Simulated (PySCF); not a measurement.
From one molecule to another.

First species: C₂H₅BO₂.
Structure used (PBE0-D3(BJ)/def2-SVP), in Å, numbered top down from 1:
```xyz
10
C2H5BO2 angstrom
B     -0.0168    1.4732   -0.2087
O      1.1132    0.7276   -0.3404
C      0.7814   -0.6284   -0.0831
C     -0.7277   -0.6147    0.2436
O     -1.1172    0.7444    0.1201
H     -0.0399    2.6621   -0.3677
H      1.3924   -1.0016    0.7542
H      1.0171   -1.2364   -0.9709
H     -1.3179   -1.2297   -0.4541
H     -0.9421   -0.9640    1.2663
```

Second species: [MoO3Br]- (charge -1 and singlet state).
Geometry (PBE0-D3(BJ)/def2-SVP, Å), atoms numbered from 1 in this order:
```
atom  x, y, z in Å
Mo1    0.0737    0.1351    0.0733
O2    -0.0035   -0.0283    1.7734
O3     1.7036    0.2008   -0.4369
O4    -0.7542    1.5468   -0.4200
Br5   -1.0196   -1.8544   -0.9898
```

Levels: PBE0/def2-SVPD for HOMO energy, LUMO energy, HOMO–LUMO gap and static isotropic polarisability; TDDFT PBE0/def2-SVPD for lowest singlet excitation; TDA PBE0/def2-SVPD for lowest triplet excitation (Tamm–Dancoff); PBE0-D3(BJ)/def2-SVP for rotational constant A and rotational constant C. Geometries: PBE0-D3(BJ)/def2-SVP. Each species is one conformer at its optimised geometry, gas phase (atoms past krypton carry core potentials, spin–orbit coupling is left out). Electronic properties by PySCF.

Values for the first species:

| Property | Result |
| --- | --- |
| HOMO energy | -8.17 eV |
| LUMO energy | 0.43 eV |
| HOMO–LUMO gap | 8.60 eV |
| Lowest singlet excitation | 7.30 eV |
| Lowest triplet excitation (Tamm–Dancoff) | 6.75 eV |
| Static isotropic polarisability | 42.3 au |
| Rotational constant A | 8.496 GHz |
| Rotational constant C | 4.289 GHz |

Problem. Estimate the same properties for the second species, and the change in each.

Solution. 
| property | first | second | second less first |
| --- | --- | --- | --- |
| HOMO energy | -8.17 eV | -3.92 eV | +4.25 eV |
| LUMO energy | 0.43 eV | 2.87 eV | +2.44 eV |
| HOMO–LUMO gap | 8.60 eV | 6.79 eV | -1.81 eV |
| lowest singlet excitation | 7.30 eV | 4.80 eV | -2.50 eV |
| lowest triplet excitation (Tamm–Dancoff) | 6.75 eV | 4.47 eV | -2.28 eV |
| static isotropic polarisability | 42.3 au | 76.5 au | +34.2 au |
| rotational constant A | 8.496 GHz | 4.023 GHz | -4.473 GHz |
| rotational constant C | 4.289 GHz | 1.142 GHz | -3.147 GHz |

On the first: The polarisability is 6.27 Å³ as a volume (1 au = 0.148185 Å³), or 1.11 au for each of the 38 electrons. No computed singlet falls in the visible range (750 to 380 nm, 1.65 to 3.26 eV); S1 lies 4.04 eV above its blue end.

On the second: No computed singlet falls in the visible range (750 to 380 nm, 1.65 to 3.26 eV); S1 lies 1.54 eV above its blue end. S1 lies 1.99 eV below the HOMO–LUMO gap. Atoms past krypton carry effective core potentials; spin–orbit coupling is left out.
